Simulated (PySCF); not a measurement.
H₄Al₂O₅, SMILES [OH][Al]([OH])[O][Al]([OH])[OH] (B3LYP/def2-SVP optimised geometry):

```
11

Al    -2.044    -2.286    -0.005
O     -2.711    -2.943    -1.421
O     -2.373    -3.172     1.404
O     -1.125    -0.862    -0.001
Al    -0.208     0.564     0.000
O      1.489     0.564     0.000
O     -0.913     2.108     0.000
H     -2.624    -2.570    -2.301
H     -2.074    -2.945     2.287
H      2.044    -0.219    -0.001
H     -1.856     2.286     0.002
```

Calculation: B3LYP/def2-TZVP in PySCF.

Task: What are the frontier orbital energies and the dipole moment?

Result: HOMO-2 -8.70 eV, HOMO-1 -8.69 eV, HOMO -8.68 eV, LUMO -1.33 eV, LUMO+1 -0.15 eV; dipole moment 0.01 D.

On the same geometry PySCF with PBE/def2-TZVP gives HOMO-2 -7.27 eV, HOMO-1 -7.26 eV, HOMO -7.26 eV, LUMO -1.83 eV, LUMO+1 -0.69 eV; dipole moment 0.01 D.

Meta-Löwdin charges at B3LYP/def2-TZVP: Al1 1.30, O2 -0.78, O3 -0.78, O4 -0.88, Al5 1.30, O6 -0.78, O7 -0.78, H8 0.35, H9 0.35, H10 0.35, H11 0.35.
